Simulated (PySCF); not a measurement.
First SCF of a structure search on triplet Ag(OH)₃, at a hand-made PBE0 minimum (heavy-atom frame) geometry. PySCF input:

```python
from pyscf import gto, scf, dft
mol = gto.M(atom='''
Ag     0.000000     0.000000    -0.023231
O      1.954093    -0.360383     0.015595
O     -0.664945     1.872486     0.015595
O     -1.289148    -1.512103     0.015595
H      2.284186    -0.403418     0.925198
H     -0.792722     2.179872     0.925198
H     -1.491463    -1.776454     0.925198''',
    basis={'Ag': 'def2-SVP', 'O': 'def2-SVP', 'H': 'def2-SVP'},
    ecp={'Ag': 'def2-SVP'},
    charge=0, spin=2)
mf = dft.UKS(mol, xc='PBE0')
mf.grids.atom_grid = (50, 194)
aux = {'Ag': 'def2-universal-JKFIT', 'O': 'def2-universal-JKFIT', 'H': 'def2-universal-JKFIT'}
mf = mf.density_fit(auxbasis=aux)
mf.conv_tol = 1e-08
mf.diis_space = 10
mf.max_cycle = 60
mf.init_guess = 'minao'
mf.verbose = 4
mf.kernel()
```

Excerpt of the output (cycles alone):

```
init E= -361.358042900876
cycle= 1 E= -372.916530849163  delta_E= -11.6  |g|= 1.25  |ddm|=  2.8
cycle= 2 E= -352.615953174087  delta_E= 20.3  |g|= 4.21  |ddm|= 7.77
cycle= 3 E= -373.510506820118  delta_E= -20.9  |g|= 0.801  |ddm|=  7.5
cycle= 4 E= -373.779637037345  delta_E= -0.269  |g|= 0.394  |ddm|= 0.78
cycle= 5 E= -373.784495489291  delta_E= -0.00486  |g|= 0.396  |ddm|= 0.59
cycle= 6 E= -373.850075463949  delta_E= -0.0656  |g|= 0.136  |ddm|= 0.434
cycle= 7 E= -373.859098423335  delta_E= -0.00902  |g|= 0.0423  |ddm|= 0.133
cycle= 8 E= -373.859654564544  delta_E= -0.000556  |g|= 0.0415  |ddm|= 0.0562
cycle= 9 E= -373.860750911971  delta_E= -0.0011  |g|= 0.0222  |ddm|= 0.0494
cycle= 10 E= -373.861927003969  delta_E= -0.00118  |g|= 0.00969  |ddm|= 0.0836
cycle= 11 E= -373.862908758997  delta_E= -0.000982  |g|= 0.0072  |ddm|= 0.104
cycle= 12 E= -373.863532239591  delta_E= -0.000623  |g|= 0.00333  |ddm|= 0.108
cycle= 13 E= -373.863664864698  delta_E= -0.000133  |g|= 0.00202  |ddm|= 0.0807
cycle= 14 E= -373.863666067598  delta_E= -1.2e-06  |g|= 0.00116  |ddm|= 0.0156
cycle= 15 E= -373.863668305032  delta_E= -2.24e-06  |g|= 0.000458  |ddm|= 0.00986
cycle= 16 E= -373.863668449664  delta_E= -1.45e-07  |g|= 0.000134  |ddm|= 0.00209
cycle= 17 E= -373.863668467982  delta_E= -1.83e-08  |g|= 1.27e-05  |ddm|= 0.000617
cycle= 18 E= -373.863668468402  delta_E= -4.2e-10  |g|= 6.78e-06  |ddm|= 6.1e-05
Extra cycle  E= -373.863668468494  delta_E= -9.21e-11  |g|= 1.3e-05  |ddm|= 2.94e-05
converged SCF energy = -373.863668468494  <S^2> = 2.0216626  2S+1 = 3.0144071
```

No lower solution of this spin was found from smeared starts or by a stability analysis within the unrestricted form.

Open d and f shells are described by one determinant, and the ground state may have another occupation or spin.

The search for the lowest solution, 3 starts and the stability check together, took 25 s on 2 threads of a shared Arm Neoverse V1 host, with 88 basis functions; the process peaked at 0.65 GiB.
